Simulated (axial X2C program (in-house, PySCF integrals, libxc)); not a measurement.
**NdNC⁺: the levels of the configuration f3 s1 d(πδ)0**

Calculated with an in-house all-electron X2C program for linear molecules (integrals from PySCF): two-component X2C with atomic mean-field Coulomb and Gaunt terms, basis Nd dyall-v3z, N dyall-v3z, C dyall-v3z (cores contracted in-house). Orbitals come from Hartree–Fock averaged over the configuration Nd f3 s1 d(πδ)0; CI then distributes these electrons over the f, s, d(πδ) shells of Nd.

Nd–N–C held linear, bonds 2.164 and 1.170 Å (the second held) (near the minimum of the configuration average).

Lowest levels of this model:

```csv
Ω,energy (cm⁻¹),g∥,configuration
6,0,8.34,100% f3 d(πδ)1
5,490,6.86,100% f3 d(πδ)1
4,759,5.15,99% f3 d(πδ)1
3,1191,3.38,98% f3 d(πδ)1
7,1546,12.47,100% f3 d(πδ)1
2,1757,1.77,98% f3 d(πδ)1
6,1906,10.88,100% f3 d(πδ)1
5,2176,8.84,99% f3 d(πδ)1
1,2293,0.51,98% f3 d(πδ)1
4,2531,6.94,98% f3 d(πδ)1
0,2547,0.00,98% f3 d(πδ)1
3,2966,5.20,98% f3 d(πδ)1
8,3183,16.44,100% f3 d(πδ)1
2,3381,3.61,98% f3 d(πδ)1
7,3463,14.67,100% f3 d(πδ)1
0,3533,0.00,90% f3 d(πδ)1 + 10% f3 s1
1,3577,2.05,91% f3 d(πδ)1 + 9% f3 s1
4,3594,4.72,91% f3 s1 + 9% f3 d(πδ)1
6,3681,12.47,99% f3 d(πδ)1
2,3787,2.46,88% f3 s1 + 12% f3 d(πδ)1
3,3824,4.01,91% f3 s1 + 9% f3 d(πδ)1
1,3865,1.08,74% f3 s1 + 26% f3 d(πδ)1
5,3956,10.34,96% f3 d(πδ)1
0,3963,0.00,70% f3 s1 + 30% f3 d(πδ)1
5,4213,8.27,78% f3 s1 + 22% f3 d(πδ)1
4,4303,8.43,98% f3 d(πδ)1
3,4650,6.56,98% f3 d(πδ)1
1,4817,1.83,60% f3 d(πδ)1 + 39% f3 s1
2,4854,3.96,55% f3 d(πδ)1 + 45% f3 s1
0,4866,0.00,63% f3 s1 + 37% f3 d(πδ)1
```

g∥ is the magnitude of 2⟨Lz + ge Sz⟩ for the +Ω component.

Task: From Ω and g∥ of the lowest level, whose 2⟨Lz + ge Sz⟩ is positive, find ⟨Sz⟩ and ⟨Lz⟩ (ge = 2.0023).

Result: Ω = ⟨Lz⟩ + ⟨Sz⟩ = 6 and ⟨Lz⟩ + ge⟨Sz⟩ = 4.170, so ⟨Sz⟩ = -1.83 and ⟨Lz⟩ = 7.83.

Occupations of the active spinors in the lowest level by ω, shell by shell in order of energy: -7/2: 0.00; -5/2: 0.00 0.00 0.00; -3/2: 0.00 0.00 0.00 0.00; -1/2: 0.05 0.02 0.00 0.00; 1/2: 0.79 0.14 0.00 0.00; 3/2: 0.83 0.14 0.98 0.00; 5/2: 0.92 0.08 0.02; 7/2: 0.03. The leading determinant has weight 0.65 among 296.

This point took 2.6 s on 1 thread of Intel(R) Xeon(R) 6975P-C (Granite Rapids) (shared host).

There is no dynamic correlation: spin–orbit spacings and, for f shells, spacings inside one term are the most reliable numbers, splittings between terms come out too wide, and energies between configurations are not reliable, so the lowest level need not be the ground state of the molecule. The lowest levels belong to f3 d(πδ)1, not to the averaged configuration, so orbitals and distance suit them less well. At most 4 roots were kept for each Ω > 0 (twice that for Ω = 0) within 2.2 eV of the lowest, so higher up levels can be missing between those listed; levels with Ω > 0 are doubly degenerate and listed once, Ω = 0 levels singly. States that fill the shells left empty in the average are placed too high. The molecule was held linear; bending was not examined.
